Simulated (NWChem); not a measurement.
System: C₃H₂F₄; SMILES FC1(F)CC1(F)F

Excerpt of the output:

```
             Northwest Computational Chemistry Package (NWChem) 7.3.0
             --------------------------------------------------------

 C2V symmetry detected

                             Geometry "geometry" -> ""
                             -------------------------

 Output coordinates in angstroms (scale by  1.889725989 to convert to a.u.)

  No.       Tag          Charge          X              Y              Z
 ---- ---------------- ---------- -------------- -------------- --------------
    1 F                    9.0000    -1.09303593     1.42297255    -0.34371998
    2 C                    6.0000     0.00000000     0.74939289     0.03979986
    3 F                    9.0000     1.09303593     1.42297255    -0.34371998
    4 C                    6.0000     0.00000000     0.00000000     1.34329708
    5 C                    6.0000     0.00000000    -0.74939289     0.03979986
    6 F                    9.0000     1.09303593    -1.42297255    -0.34371998
    7 F                    9.0000    -1.09303593    -1.42297255    -0.34371998
    8 H                    1.0000     0.91371197     0.00000000     1.91826930
    9 H                    1.0000    -0.91371197     0.00000000     1.91826930

 Effective nuclear repulsion energy (a.u.)     334.1252256774

      Symmetry information
      --------------------

 Group name             C2v
 Group number             16
 Group order               4
 No. of unique centers     4

                                Z-matrix (autoz)
                                --------

 Units are Angstrom for bonds and degrees for angles

      Type          Name      I     J     K     L     M      Value
      ----------- --------  ----- ----- ----- ----- ----- ----------
    1 Stretch                  1     2                       1.33997
    2 Stretch                  2     3                       1.33997
    3 Stretch                  2     4                       1.50356
    4 Stretch                  2     5                       1.49879
    5 Stretch                  4     5                       1.50356
    6 Stretch                  4     8                       1.07957
    7 Stretch                  4     9                       1.07957
    8 Stretch                  5     6                       1.33997
    9 Stretch                  5     7                       1.33997
   10 Bend                     1     2     3               109.31636
   11 Bend                     1     2     4               119.91231
   12 Bend                     1     2     5               120.17760
   13 Bend                     2     4     5                59.79001
   14 Bend                     2     4     8               117.49871
   15 Bend                     2     4     9               117.49871
   16 Bend                     2     5     4                60.10500
   17 Bend                     2     5     6               120.17760
   18 Bend                     2     5     7               120.17760
   19 Bend                     3     2     4               119.91231
   20 Bend                     3     2     5               120.17760
   21 Bend                     4     2     5                60.10500
   22 Bend                     4     5     6               119.91231
   23 Bend                     4     5     7               119.91231
   24 Bend                     5     4     8               117.49871
   25 Bend                     5     4     9               117.49871
   26 Bend                     6     5     7               109.31636
   27 Bend                     8     4     9               115.63799
   28 Torsion                  1     2     4     5         109.76682
   29 Torsion                  1     2     4     8        -142.81986
   30 Torsion                  1     2     4     9           2.35351
   31 Torsion                  1     2     5     4        -109.33474
   32 Torsion                  1     2     5     6         141.33053
   33 Torsion                  1     2     5     7           0.00000
   34 Torsion                  2     4     5     6         109.76682
   35 Torsion                  2     4     5     7        -109.76682
   36 Torsion                  2     5     4     8        -107.41331
   37 Torsion                  2     5     4     9         107.41331
   38 Torsion                  3     2     4     5        -109.76682
   39 Torsion                  3     2     4     8          -2.35351
   40 Torsion                  3     2     4     9         142.81986
   41 Torsion                  3     2     5     4         109.33474
   42 Torsion                  3     2     5     6           0.00000
   43 Torsion                  3     2     5     7        -141.33053
   44 Torsion                  4     2     5     6        -109.33474
   45 Torsion                  4     2     5     7         109.33474
   46 Torsion                  5     2     4     8         107.41331
   47 Torsion                  5     2     4     9        -107.41331
   48 Torsion                  6     5     4     8           2.35351
   49 Torsion                  6     5     4     9        -142.81986
   50 Torsion                  7     5     4     8         142.81986
   51 Torsion                  7     5     4     9          -2.35351

                           NWChem Geometry Optimization
                           ----------------------------

 maximum gradient threshold         (gmax) =   0.000450
 rms gradient threshold             (grms) =   0.000300
 maximum cartesian step threshold   (xmax) =   0.001800
 rms cartesian step threshold       (xrms) =   0.001200
 fixed trust radius                (trust) =   0.300000
 source of zmatrix                         =   autoz

          -------------------
          Energy Minimization
          -------------------

 Using diagonal initial Hessian
 Scaling for Hessian diagonals: bonds = 1.00  angles = 0.25  torsions = 0.10

          --------
          Step   0

                                 NWChem DFT Module
                                 -----------------

 Summary of "ao basis" -> "ao basis" (spherical)
 ------------------------------------------------------------------------------
       Tag                 Description            Shells   Functions and Types
 ---------------- ------------------------------  ------  ---------------------
 F                          def2-svp                 6       14   3s2p1d
 C                          def2-svp                 6       14   3s2p1d
 H                          def2-svp                 3        5   2s1p

      Symmetry analysis of basis
      --------------------------

        a1         35
        a2         20
        b1         25
        b2         28

            General Information
            -------------------
          SCF calculation type: DFT
          Wavefunction type:  closed shell.
          No. of atoms     :     9
          No. of electrons :    56
           Alpha electrons :    28
            Beta electrons :    28
          Charge           :     0
          Spin multiplicity:     1
          Use of symmetry is: on ; symmetry adaption is: on
          Maximum number of iterations: 150
          AO basis - number of functions:   108
                     number of shells:    48
          Convergence on energy requested:  1.00D-06
          Convergence on density requested:  1.00D-05
          Convergence on gradient requested:  5.00D-04

              XC Information
              --------------
                         PBE0 Method XC Functional
                     Hartree-Fock (Exact) Exchange  0.250
          PerdewBurkeErnzerhof Exchange Functional  0.750
            Perdew 1991 LDA Correlation Functional  1.000 local
           PerdewBurkeErnz. Correlation Functional  1.000 non-local

[...]

      ----------------------
      Optimization converged
      ----------------------

  Step       Energy      Delta E   Gmax     Grms     Xrms     Xmax
  ---- ---------------- -------- -------- -------- -------- --------
@    6    -513.93689337 -4.4D-08  0.00002  0.00001  0.00007  0.00014
                                     ok       ok       ok       ok

                                Z-matrix (autoz)
                                --------

 Units are Angstrom for bonds and degrees for angles

      Type          Name      I     J     K     L     M      Value     Gradient
      ----------- --------  ----- ----- ----- ----- ----- ---------- ----------
    1 Stretch                  1     2                       1.33026   -0.00000
    2 Stretch                  2     3                       1.33026   -0.00000
    3 Stretch                  2     4                       1.50366    0.00002
    4 Stretch                  2     5                       1.48282    0.00001
    5 Stretch                  4     5                       1.50366    0.00002
    6 Stretch                  4     8                       1.09350    0.00002
    7 Stretch                  4     9                       1.09350    0.00002
    8 Stretch                  5     6                       1.33026   -0.00000
    9 Stretch                  5     7                       1.33026   -0.00000
   10 Bend                     1     2     3               111.29043    0.00000
   11 Bend                     1     2     4               118.97908   -0.00000
   12 Bend                     1     2     5               119.38107   -0.00000
   13 Bend                     2     4     5                59.08508   -0.00001
   14 Bend                     2     4     8               116.96528    0.00000
   15 Bend                     2     4     9               116.96528    0.00000
   16 Bend                     2     5     4                60.45746    0.00000
   17 Bend                     2     5     6               119.38107   -0.00000
   18 Bend                     2     5     7               119.38107   -0.00000
   19 Bend                     3     2     4               118.97908   -0.00000
   20 Bend                     3     2     5               119.38107   -0.00000
   21 Bend                     4     2     5                60.45746    0.00000
   22 Bend                     4     5     6               118.97908   -0.00000
   23 Bend                     4     5     7               118.97908   -0.00000
   24 Bend                     5     4     8               116.96528    0.00000
   25 Bend                     5     4     9               116.96528    0.00000
   26 Bend                     6     5     7               111.29043    0.00000
   27 Bend                     8     4     9               117.17263   -0.00000
   28 Torsion                  1     2     4     5         109.31482    0.00000
   29 Torsion                  1     2     4     8        -143.92642    0.00000
   30 Torsion                  1     2     4     9           2.55606    0.00000
   31 Torsion                  1     2     5     4        -108.66247    0.00000
   32 Torsion                  1     2     5     6         142.67507    0.00000
   33 Torsion                  1     2     5     7           0.00000    0.00000
   34 Torsion                  2     4     5     6         109.31482    0.00000
   35 Torsion                  2     4     5     7        -109.31482   -0.00000
   36 Torsion                  2     5     4     8        -106.75876    0.00000
   37 Torsion                  2     5     4     9         106.75876   -0.00000
   38 Torsion                  3     2     4     5        -109.31482   -0.00000
   39 Torsion                  3     2     4     8          -2.55606   -0.00000
   40 Torsion                  3     2     4     9         143.92642   -0.00000
   41 Torsion                  3     2     5     4         108.66247   -0.00000
   42 Torsion                  3     2     5     6           0.00000   -0.00000
   43 Torsion                  3     2     5     7        -142.67507   -0.00000
   44 Torsion                  4     2     5     6        -108.66247    0.00000
   45 Torsion                  4     2     5     7         108.66247   -0.00000
   46 Torsion                  5     2     4     8         106.75876   -0.00000
   47 Torsion                  5     2     4     9        -106.75876    0.00000
   48 Torsion                  6     5     4     8           2.55606    0.00000
   49 Torsion                  6     5     4     9        -143.92642    0.00000
   50 Torsion                  7     5     4     8         143.92642   -0.00000
   51 Torsion                  7     5     4     9          -2.55606   -0.00000

[...]

 Rotational Constants
 --------------------
 A=   0.128838 cm-1  (  0.185365 K)
 B=   0.085006 cm-1  (  0.122301 K)
 C=   0.066295 cm-1  (  0.095381 K)

 Temperature                      =   298.15K
 frequency scaling parameter      =   1.0000

 Zero-Point correction to Energy  =   31.706 kcal/mol  (  0.050528 au)
 Thermal correction to Energy     =   35.416 kcal/mol  (  0.056439 au)
 Thermal correction to Enthalpy   =   36.008 kcal/mol  (  0.057383 au)

 Total Entropy                    =   76.196 cal/mol-K
   - Translational                =   40.091 cal/mol-K (mol. weight = 114.0093)
   - Rotational                   =   25.810 cal/mol-K (symmetry #  =        2)
   - Vibrational                  =   10.295 cal/mol-K

 Cv (constant volume heat capacity) =   20.950 cal/mol-K
   - Translational                  =    2.979 cal/mol-K
   - Rotational                     =    2.979 cal/mol-K
   - Vibrational                    =   14.991 cal/mol-K

[normal modes left out]

 ----------------------------------------------------------------------------
 Normal Eigenvalue ||           Projected Infra Red Intensities
  Mode   [cm**-1]  || [atomic units] [(debye/angs)**2] [(KM/mol)] [arbitrary]
 ------ ---------- || -------------- ----------------- ---------- -----------
    1       -0.000 ||    0.000001           0.000         0.001       0.000
    2       -0.000 ||    0.000627           0.014         0.612       0.170
    3        0.000 ||    0.000002           0.000         0.002       0.001
    4        0.000 ||    0.000384           0.009         0.374       0.104
    5        0.000 ||    0.000022           0.001         0.022       0.006
    6        0.000 ||    0.000934           0.022         0.910       0.253
    7      169.026 ||    0.003285           0.076         3.202       0.890
    8      197.512 ||    0.000000           0.000         0.000       0.000
    9      297.202 ||    0.000823           0.019         0.802       0.223
   10      433.132 ||    0.000046           0.001         0.044       0.012
   11      446.723 ||    0.000000           0.000         0.000       0.000
   12      481.874 ||    0.010134           0.234         9.879       2.747
   13      501.768 ||    0.017237           0.398        16.803       4.672
   14      648.513 ||    0.000284           0.007         0.277       0.077
   15      809.170 ||    0.032513           0.750        31.695       8.813
   16      866.961 ||    0.045839           1.058        44.686      12.425
   17      872.661 ||    0.012100           0.279        11.796       3.280
   18      933.262 ||    0.000000           0.000         0.000       0.000
   19     1034.387 ||    0.010456           0.241        10.193       2.834
   20     1124.486 ||    0.079736           1.840        77.731      21.613
   21     1277.583 ||    0.262737           6.062       256.129      71.215
   22     1337.383 ||    0.393307           9.074       383.415     106.607
   23     1360.579 ||    0.000000           0.000         0.000       0.000
   24     1365.366 ||    0.003164           0.073         3.085       0.858
   25     1596.593 ||    0.113321           2.614       110.471      30.716
   26     3159.007 ||    0.005004           0.115         4.878       1.356
   27     3276.420 ||    0.004166           0.096         4.061       1.129
 ----------------------------------------------------------------------------
```

Level: PBE0/def2-SVP. 

Write an input that gives this output.

One answer among several that fit: the input that was run:
```
start job
memory heap 200 mb stack 900 mb global 1100 mb
geometry units angstroms
  F      1.468110     0.224659    -1.050156
  C      0.691471     0.298583     0.039287
  F      1.427329     0.032607     1.127083
  C     -0.406713     1.323186     0.109101
  C     -0.741310    -0.136441    -0.025917
  F     -1.293282    -0.793436     1.003258
  F     -1.252501    -0.601384    -1.173978
  H     -0.592162     1.790809     1.064299
  H     -0.558084     1.951355    -0.755740
end
basis spherical
  * library def2-svp
end
dft
  xc pbe0
  iterations 150
end
driver
  maxiter 120
end
task dft optimize
task dft freq
```
